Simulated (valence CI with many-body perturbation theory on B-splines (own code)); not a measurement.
## Tm³⁸⁺: calculated level list

Method: relativistic CI+MBPT: three valence electrons over a frozen Dirac-Fock core [Ar] 3d10, a basis of 11 s, 11 p, 10 d, 8 f, 5 g, 2 h functions for each j, with the one-electron correlation potential Σ1, the two-electron term Σ2, the three-electron term Σ3, Breit, model QED; selected CI, second order for the rest, scaled by the run's own slope (own B-spline code, finite nucleus).

The last digits are not significant, and no measured levels were compared; by estimate large intervals hold to a few tenths of a per cent, small ones and those within an open d or f shell to about a per cent.

Levels 91 to 135 of 195, with energies above the lowest level, (4s^2 4p1/2) J=1/2. "Leading %" is the weight of the configuration and term that name the level; weights of strongly mixed levels are sums over their largest components and can fall short. In the jj column 3d3/2^4 stands for four electrons in 3d with j = 3/2. Lifetimes count E1, E2, E3, M1 and M2 decay at the calculated energies, and are blank where another channel may lead or the interval is too uncertain; long ones can be off by a factor of two.

| No. | Configuration | Term | J | E (× 10³ cm⁻¹) | Leading % | Leading jj | Lifetime | g |
| --- | --- | --- | --- | --- | --- | --- | --- | --- |
| 91 | 4s4p4f | ⁴G | 9/2 | 4209.9 | 34 | 4s 4p3/2 4f5/2 (34 %) | 1.91 ps | 1.226 |
| 92 | 4s4d² | ²F | 5/2 | 4210.0 | 27 | 4s 4p3/2 4f7/2 (33 %) | 1.31 ps | 1.023 |
| 93 | 4s4d² | ²P | 3/2 | 4224.3 | 29 | 4s 4d3/2 4d5/2 (30 %) | 1.21 ps | 1.026 |
| 94 | 4s4d² | ²D | 5/2 | 4235.7 | 44 | 4s 4d5/2^2 (79 %) | 1.58 ps | 1.310 |
| 95 | 4p²4d | ²P | 1/2 | 4238.1 | 29 | 4p3/2^2 4d5/2 (65 %) | 1.54 ps | 1.672 |
| 96 | 4s4p4f | ²F | 7/2 | 4256.4 | 48 | 4s 4p3/2 4f7/2 (73 %) | 1.66 ps | 1.194 |
| 97 | 4p²4d | ²D | 5/2 | 4281.6 | 55 | 4p3/2^2 4d5/2 (72 %) | 2.55 ps | 1.187 |
| 98 | 4s4d² | ²P | 1/2 | 4286.6 | 41 | 4s 4d3/2 4d5/2 (42 %) | 710 fs | 1.302 |
| 99 | 4s4p4f | ²F | 5/2 | 4287.2 | 46 | 4s 4p3/2 4f5/2 (56 %) | 1.05 ps | 1.029 |
| 100 | 4s4d² | ²F | 7/2 | 4302.2 | 27 | 4s 4p3/2 4f7/2 (31 %) | 1.52 ps | 1.115 |
| 101 | 4s4p4f | ²G | 9/2 | 4317.4 | 75 | 4s 4p3/2 4f7/2 (45 %) | 1.55 ps | 1.116 |
| 102 | 4s4p4f | ²D | 3/2 | 4334.6 | 49 | 4s 4p3/2 4f7/2 (36 %) | 1.43 ps | 0.808 |
| 103 | 4s4p4f | ²D | 3/2 | 4386.5 | 34 | 4s 4d5/2^2 (26 %) | 919 fs | 1.047 |
| 104 | 4s4d² | ²S | 1/2 | 4390.4 | 49 | 4s 4d5/2^2 (68 %) | 1.11 ps | 1.551 |
| 105 | 4p²4f | ²F° | 5/2 | 4391.4 | 35 | 4p1/2^2 4f5/2 (93 %) | 3.53 ps | 0.836 |
| 106 | 4s4p4f | ²G | 9/2 | 4394.2 | 44 | 4s 4p3/2 4f7/2 (53 %) | 972 fs | 1.149 |
| 107 | 4s4p4f | ²G | 7/2 | 4397.2 | 39 | 4s 4p3/2 4f5/2 (56 %) | 755 fs | 0.985 |
| 108 | 4s4p4f | ²D | 5/2 | 4409.2 | 54 | 4s 4p3/2 4f7/2 (62 %) | 1.10 ps | 1.190 |
| 109 | 4s4d² | ²F | 7/2 | 4426.0 | 28 | 4s 4d5/2^2 (38 %) | 926 fs | 1.064 |
| 110 | 4p²4f | ²F° | 7/2 | 4431.8 | 32 | 4p1/2^2 4f7/2 (95 %) | 4.50 ps | 1.137 |
| 111 | 4p²4d | ²D | 3/2 | 4455.4 | 21 | 4p3/2^2 4d5/2 (49 %) | 833 fs | 1.043 |
| 112 | 4p²4d | ²F | 5/2 | 4481.2 | 29 | 4p3/2^2 4d5/2 (51 %) | 729 fs | 1.044 |
| 113 | 4p4d² | ⁴G° | 5/2 | 4604.1 | 56 | 4p1/2 4d3/2^2 (91 %) | 2.69 ps | 0.727 |
| 114 | 4p4d² | ⁴D° | 1/2 | 4716.3 | 47 | 4p1/2 4d3/2^2 (95 %) | 1.50 ps | 0.621 |
| 115 | 4p4d² | ⁴G° | 7/2 | 4722.4 | 57 | 4p1/2 4d3/2 4d5/2 (90 %) | 5.34 ps | 1.012 |
| 116 | 4p4d² | ⁴F° | 3/2 | 4732.9 | 44 | 4p1/2 4d3/2^2 (78 %) | 946 fs | 0.700 |
| 117 | 4p4d² | ²D° | 5/2 | 4740.0 | 25 | 4p1/2 4d3/2 4d5/2 (90 %) | 3.77 ps | 1.048 |
| 118 | 4p4d² | ²H° | 9/2 | 4746.2 | 45 | 4p1/2 4d3/2 4d5/2 (81 %) | 6.72 ps | 1.005 |
| 119 | 4p4d² | ⁴D° | 3/2 | 4766.0 | 35 | 4p1/2 4d3/2 4d5/2 (76 %) | 2.07 ps | 1.173 |
| 120 | 4p4d² | ⁴P° | 1/2 | 4776.6 | 50 | 4p1/2 4d3/2 4d5/2 (99 %) | 2.75 ps | 1.801 |
| 121 | 4p4d² | ²G° | 7/2 | 4842.2 | 26 | 4p1/2 4d3/2 4d5/2 (55 %) | 1.59 ps | 1.048 |
| 122 | 4p4d² | ⁴F° | 5/2 | 4845.7 | 19 | 4p1/2 4d3/2 4d5/2 (78 %) | 1.15 ps | 1.094 |
| 123 | 4p4d² | ⁴D° | 7/2 | 4868.8 | 34 | 4p1/2 4d5/2^2 (49 %) | 2.40 ps | 1.279 |
| 124 | 4p4d² | ⁴D° | 3/2 | 4875.1 | 36 | 4p1/2 4d3/2 4d5/2 (77 %) | 1.14 ps | 1.184 |
| 125 | 4p4d² | ⁴G° | 9/2 | 4877.6 | 29 | 4p1/2 4d5/2^2 (60 %) | 4.37 ps | 1.145 |
| 126 | 4p²4f | ²G° | 7/2 | 4884.2 | 66 | 4p1/2 4p3/2 4f5/2 (87 %) | 1.87 ps | 0.919 |
| 127 | 4p²4f | ⁴G° | 5/2 | 4894.2 | 39 | 4p1/2 4p3/2 4f5/2 (79 %) | 1.69 ps | 0.951 |
| 128 | 4p²4f | ⁴F° | 3/2 | 4914.3 | 50 | 4p1/2 4p3/2 4f5/2 (73 %) | 1.50 ps | 0.854 |
| 129 | 4p²4f | ⁴G° | 9/2 | 4918.5 | 30 | 4p1/2 4p3/2 4f5/2 (53 %) | 1.93 ps | 1.092 |
| 130 | 4p²4f | ²F° | 5/2 | 4920.8 | 42 | 4p1/2 4p3/2 4f5/2 (53 %) | 1.92 ps | 1.020 |
| 131 | 4p²4f | ⁴F° | 9/2 | 4927.7 | 52 | 4p1/2 4p3/2 4f7/2 (96 %) | 2.12 ps | 1.237 |
| 132 | 4p4d² | ⁴P° | 3/2 | 4927.8 | 24 | 4p1/2 4d5/2^2 (50 %) | 2.00 ps | 1.139 |
| 133 | 4p²4f | ²H° | 11/2 | 4930.5 | 58 | 4p1/2 4p3/2 4f7/2 (92 %) | 3.36 ps | 1.152 |
| 134 | 4p²4f | ⁴F° | 5/2 | 4932.0 | 20 | 4p1/2 4d5/2^2 (38 %) | 2.01 ps | 1.119 |
| 135 | 4p²4f | ²F° | 7/2 | 4933.4 | 25 | 4p1/2 4p3/2 4f7/2 (71 %) | 2.01 ps | 1.131 |

Where two levels of one J and parity lie close, their mixing, g and order are uncertain.
